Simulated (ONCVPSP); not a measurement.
What one change does to a pseudopotential (hydrogen (H), ONCV)

hydrogen, optimised norm-conserving Vanderbilt (ONCV), made with ONCVPSP 4.0.1 (LDA (Perdew-Wang 92), non-relativistic). Core none, reference 1s1. Waves: 1s: rc 1.50 bohr, ncon 4, nbas 7, qcut 8.8 1/bohr, 2 projectors, debl 2.8 Ha; p scattering state at 0.18 Ha: rc 1.15 bohr, ncon 5, nbas 8, qcut 8.2 1/bohr, 2 projectors, debl 1.3 Ha. Local part: polynomial inside 0.75 bohr (lpopt 5, dvloc0 1 Ha). Core correction: none.

Change: all radii scaled by about 0.78 (s 1.18, p 0.90 bohr); local potential polynomial inside 0.58 bohr (lpopt 5, dvloc0 1 Ha).

Cutoffs: the cutoffs (Ha) at which the residual kinetic energy of the hardest occupied pseudo-wave falls to 1 and 0.1 mHa per electron; they do not see the model core or the augmentation charge, which bear on the density cutoff. Errors are all-electron minus pseudo energies relative to the spin-unpolarised reference configuration.

Question: What does the change do?

Answer: The potential gets harder (14 Ha and 21 Ha → 17 Ha and 25 Ha); neither file shows a bound ghost. A smaller radius makes the pseudo-wave follow the all-electron one further in, where it bends more sharply, so more plane waves are needed.

```
                         quantity   base  changed
                    cutoff, loose  14 Ha    17 Ha
                    cutoff, tight  21 Ha    25 Ha
                     bound ghosts   none     none
      GHOST(+) flags under 300 eV   none     none
error for 1s0.5, meV [ΔE 4.64 eV]   +2.1     +0.9
```
